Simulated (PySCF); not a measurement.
## A ladder for the ionisation energy of Ne²⁺

Ne²⁺ [He] 2s2 2p4 (3P) → Ne³⁺ [He] 2s2 2p3 (4S). Scalar values calculated with PySCF 2.14 in aug-cc-pVQZ (non-relativistic; valence: 1s2 frozen). The spin-orbit shift comes from two-component X2C-1e calculations (generalised Hartree-Fock, GHF, and MP2 on its spinors, GMP2) in x2c-QZVPPall-2c: GMP2 gives 63.142 eV without and 63.183 eV with screened spin-orbit coupling, a shift of 0.040 eV (GHF: 0.040 eV). Sums use unrounded values; where a UHF row is shifted, it takes the GHF shift.

```csv
method,scalar (eV),plus spin-orbit shift (eV),error (eV)
UHF,61.837,61.877,-1.546
LDA,63.648,63.689,0.265
PBE,63.889,63.929,0.506
PBE0,63.739,63.780,0.356
r2SCAN,63.625,63.665,0.242
B3LYP,64.065,64.106,0.683
M06,63.787,63.827,0.404
BLYP,64.014,64.054,0.631
BHandHLYP,63.703,63.744,0.320
MP2 (valence),63.177,63.218,-0.206
SCS-MP2 (valence),63.314,63.354,-0.069
CCSD (valence),63.209,63.250,-0.174
CCSD(T) (valence),63.230,63.270,-0.153
```

Reference: 63.423 eV (measured; NIST Atomic Spectra Database, ionization energies).

The errors of the correlated levels include the incompleteness of the basis and the frozen core, so a lower level can come closer by cancellation.
